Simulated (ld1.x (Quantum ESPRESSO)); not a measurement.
**Transferability test, TM potential for B (Z = 5)**

```json
{"Element": "B (Z = 5)", "Generator": "ld1.x (Quantum ESPRESSO) 7.5", "Type": "norm-conserving Troullier–Martins (Kleinman–Bylander form)", "Functional": "PBE", "Relativity": "non-relativistic", "Frozen core": "[He]", "Valence charge": "3", "Reference configuration": "2s2 2p1", "Partial waves": "2s (bound): rc 1.70 bohr; 2p (bound): rc 3.00 bohr", "Local potential": "all-electron potential smoothed inside 1.85 bohr (lloc = -1)", "Core correction": "a·sin(br)/r model core, default radius (core density twice the valence density)"}
```

Energies are relative to the spin-unpolarised reference configuration 2s2 2p1; without spin polarisation the order of configurations can differ from experiment.

```csv
valence configuration,charge,ΔE all-electron (eV),error AE − PS (meV)
2s2 2p0,+1,8.222,+84
2s2 2p0.5,+0.5,2.888,+12
2s2 2p1.3,-0.3,-0.739,+0.9
2s1 2p2,0,5.844,-19
2s1 2p1,+1,14.355,-50
```

Problem. What are ΔE and the potential's error for 2s0 2p3?

Solution. ΔE = 11.708 eV all-electron; the error (AE − PS) is -78 meV.

Problem. What are ΔE and the potential's error for 2s1 2p0?

Solution. ΔE = 33.637 eV all-electron; the error (AE − PS) is +258 meV.

Levels in the configuration 2s1 2p0:

```tsv
level	all-electron (eV)	pseudo (eV)
2s	-31.466	-31.264
```
